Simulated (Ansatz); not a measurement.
Cost and result for the atomization energy of Cl2H2NSn (`[NH2][Sn]([Cl])[Cl]`) radical (6 atoms, 5 bonds).

```tsv
atom	x (Å)	y (Å)	z (Å)
N1	0.332	-0.222	1.030
Sn2	-0.127	-0.294	-0.956
Cl3	1.071	1.505	-1.868
Cl4	-2.409	0.244	-1.017
H5	1.321	-0.344	1.222
H6	-0.188	-0.890	1.590
```

The species carries charge 0 and has multiplicity 2. Correlated methods include outer-core shells of Sn, which these sets cover unevenly. Sn takes the def2 core potential. The geometry is a stationary point of PBE0-D4/def2-TZVP. It is one conformer, not always the lowest. Program: Ansatz. All runs use 4 threads of an Arm Neoverse V1 on a shared host. Times are those of one run each, without the atoms' runs, and a repeat can differ threefold. Electronic energies, without spin–orbit coupling; frozen cores. CCSD(T)/CBS adds CCSD(T) − MP2 in def2-TZVPP to the MP2 limit, and its time is that of the two runs behind it. T1 = 0.016; ⟨S²⟩ of the reference is 0.78. With those shells the extrapolation isn't a true limit. B3LYP takes the VWN-RPA correlation (the form of Gaussian; ORCA's B3LYP/G). HSE06 is the plane-wave form, built on full-range PBE exchange.

CCSD(T)/CBS is a level of theory with its own doubt, some kJ/mol a heavy atom from the limit and from the frozen cores, so smaller differences don't rank the functionals.

```tsv
level	functions	wall time	atomization (kcal/mol)	difference from CCSD(T)/CBS	per bond
PBE0-D4/def2-TZVPP	193	4.4 s	404.0	-1.5	-0.3
B3LYP-D4/def2-TZVPP (with forces)	193	5 s	403.1	-2.4	-0.5
HSE06-D4/def2-TZVPP	193	5 s	404.4	-1.1	-0.2
BHLYP-D4/def2-TZVPP	193	6 s	385.3	-20.2	-4.1
PBE-QIDH/def2-TZVPP	193	7.5 s	396.2	-9.3	-1.9
r2SCANh-D4/def2-TZVPP	193	8.5 s	402.0	-3.5	-0.7
CCSD(T)/def2-SVP	86	10 s	355.1	-50.4	-10.1
B97M-V/def2-TZVPP	193	11 s	413.3	7.8	1.6
ωB97X-V/def2-TZVPP	193	12 s	406.7	1.2	0.2
ωB97M-V/def2-TZVPP (with forces)	193	16 s	404.8	-0.7	-0.1
MP2/def2-QZVPP	339	18 s	405.7	0.2	0.0
CCSD(T)/def2-TZVPP	193	5.6 min	385.9	-19.6	-3.9
CCSD(T)/CBS(def2)	–	5.9 min	405.5	0.0	0.0
```

From r2SCAN to r2SCAN0 (25 % exact exchange), in def2-TZVPP and without D4, the atomization energy moves by −12.9 kcal/mol: exact exchange takes away binding that semilocal exchange gives to molecules. In def2-TZVPP, CCSD(T) changes the Hartree–Fock value by +126.2 kcal/mol (the triples alone add +10.5 kcal/mol) and MP2 by +134.1 kcal/mol; breaking electron pairs costs correlation energy, which Hartree–Fock lacks. At CCSD(T), def2-SVP lies −50.5 kcal/mol from the extrapolated value and def2-TZVPP −19.6 kcal/mol: correlation converges slowly with the basis, and small sets miss more of it in the bonded molecule than in its fragments.

Spin–orbit coupling would lower the free Sn atoms strongly, and the atomization energy with them, by more than many differences here. For some Ge, Se and Sn compounds the MP2-based and the directly extrapolated limit differ by 10 to 25 kJ/mol.
